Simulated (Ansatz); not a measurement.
Reaction (silylene loss): `C=NB(F)[SiH3]` → `C=NBF` + `[SiH2]`

Gas-phase electronic energies from Ansatz, PBE0-D4/def2-TZVP geometries. CCSD(T)/CBS is the MP2 limit (def2-TZVPP, def2-QZVPP) plus CCSD(T) − MP2 in def2-TZVPP, frozen cores. This one scheme is used for every species. Functionals use def2-TZVPP. B3LYP here is the variant with VWN-RPA as its local correlation; programs differ in this. Each species was taken in one conformer, which may not be the lowest.

`C=NB(F)[SiH3]`:

```xyz
10

C    -0.137    1.814    1.269
N    -0.277    1.100    0.265
B    -0.384    0.236   -0.788
F    -0.963    0.640   -1.931
Si    0.337   -1.651   -0.603
H    -0.901    1.860    2.052
H     0.756    2.432    1.414
H     1.378   -1.921   -1.633
H    -0.753   -2.650   -0.786
H     0.942   -1.861    0.741
```

`C=NBF`:

Cartesian coordinates in Å:
```
C -0.745 -1.078 0.034
N -0.051 -0.054 -0.007
B 0.758 1.051 -0.023
F 0.298 2.218 -0.489
H -1.359 -1.324 0.908
H -0.781 -1.785 -0.803
H 1.881 0.972 0.380
```

`[SiH2]`:

Cartesian coordinates in Å:
```
Si 0.573 0.418 0.063
H -0.265 -0.074 -1.113
H -0.307 -0.344 1.049
```

Is it downhill or uphill in electronic energy at CCSD(T)/CBS, and by how much? (Estimate.)

The calculation gave: Uphill: ΔE = +2.27 eV.

What do these levels give: r2SCAN-D4, PBE0-D4, B3LYP-D4, ωB97X-V, B2PLYP, PBE, B3LYP, MP2/def2-TZVPP, SCS-MP2/def2-TZVPP, HF/def2-QZVPP, MP2/def2-QZVPP, HF/CBS(def2)? (An estimate is asked.)

Computed: r2SCAN-D4 2.54, PBE0-D4 2.46, B3LYP-D4 2.25, ωB97X-V 2.39, B2PLYP 2.22, PBE 2.36, B3LYP 2.13, MP2/def2-TZVPP 2.36, SCS-MP2/def2-TZVPP 2.24, HF/def2-QZVPP 1.99, MP2/def2-QZVPP 2.40, HF/CBS(def2) 1.99 eV.

Largest T1 diagnostic among the species: 0.015.

In def2-TZVPP, CCSD(T) changes the Hartree–Fock value by +0.23 eV (the triples alone add +0.06 eV) and MP2 by +0.38 eV. The D4 term adds +0.12 eV with B3LYP and +0.07 eV with PBE0; it sums over pairs of atoms, weighted by their polarisabilities, and B3LYP, whose exchange is more repulsive, gets the larger term.
